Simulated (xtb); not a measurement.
CH8O3Si2, SMILES O[Si@H](OC)[SiH2]O. All values are semi-empirical tight-binding results from xtb (GFN2-xTB unless named), good for trends rather than for accurate numbers. The structure is a stationary point at GFN2-xTB. The structure was generated by enumeration; whether it is a known compound was not checked. One conformer was computed; it need not be the lowest.

Optimised geometry:

Bonded distances (Å): C1–O2 1.397, C1–H7 1.092, C1–H8 1.092, C1–H9 1.091, O2–Si3 1.640, Si3–O4 1.635, Si3–Si5 2.280, Si3–H10 1.465, O4–H11 0.953, Si5–O6 1.627, Si5–H12 1.478, Si5–H13 1.461, O6–H14 0.953. Angles (°): O2–C1–H7 110.3, O2–C1–H8 111.0, O2–C1–H9 108.3, H7–C1–H8 108.6, H7–C1–H9 109.3, H8–C1–H9 109.4, C1–O2–Si3 127.1, O2–Si3–O4 112.1, O2–Si3–Si5 101.4, O2–Si3–H10 110.4, O4–Si3–Si5 114.1, O4–Si3–H10 96.8, Si5–Si3–H10 122.4, Si3–O4–H11 122.8, Si3–Si5–O6 112.3, Si3–Si5–H12 114.5, Si3–Si5–H13 112.6, O6–Si5–H12 108.5, O6–Si5–H13 100.8, H12–Si5–H13 107.0, Si5–O6–H14 120.8.
Charge 0, spin multiplicity 1.

```
Item                                           Result
--------------------------------------  -------------
orbital gap                                   4.66 eV
dipole moment                                  2.54 D
zero-point energy                       58.6 kcal/mol
G − E(el) at 298.15 K (modified RRHO)   36.1 kcal/mol
static polarisability (D4 model)           85.5 bohr³
solvation energy, GFN2-xTB/ALPB(water)  -7.7 kcal/mol
solvation energy, GFN2-xTB/ALPB(chcl3)  -5.4 kcal/mol
```

Give the atomic charges and the Wiberg bond orders between heavy atoms. (The exact figures need the calculation; the answer reports its results.)

charges (e) C1 0.05, O2 -0.41, Si3 0.50, O4 -0.50, Si5 0.44, O6 -0.48, H7 0.03, H8 0.03, H9 0.04, H10 -0.08, H11 0.30, H12 -0.10, H13 -0.12, H14 0.30. Bond orders C1–O2 1.00, O2–Si3 1.09, Si3–O4 1.16, Si3–Si5 0.77, Si5–O6 1.22.
